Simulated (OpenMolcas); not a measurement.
**CH3In (SMILES C[In]): name the method**

The species is CH3In (5 atoms), meant as a singlet with charge 0. SMILES: `C[In]`. Geometry: relaxed at PBE0-D4/def2-TZVP.

```xyz
5

C    -0.1828    0.0732   -0.0706
In    1.7728   -0.7095    0.6846
H    -0.9730   -0.0409    0.6802
H    -0.5026   -0.4605   -0.9728
H    -0.1145    1.1378   -0.3214
```

A calculation with OpenMolcas 26.06 gave:

- total energy: -229.8984 Eh
- dipole moment: 0.17 D
- HOMO energy: -6.23 eV
- LUMO energy: -0.81 eV
- HOMO–LUMO gap: 5.42 eV
- largest force: 0.199 eV/Å

Task: Which of these levels gave the numbers?
A. BHLYP/def2-SVPD (core potential)
B. B3LYP/def2-SVPD (core potential)
C. BLYP/def2-SVPD (core potential)
D. PBE0/def2-SVPD (core potential)

Result: A. The others give -229.9519 Eh (PBE0/def2-SVPD (core potential)), -230.0782 Eh (B3LYP/def2-SVPD (core potential)), -229.9393 Eh (BLYP/def2-SVPD (core potential)).
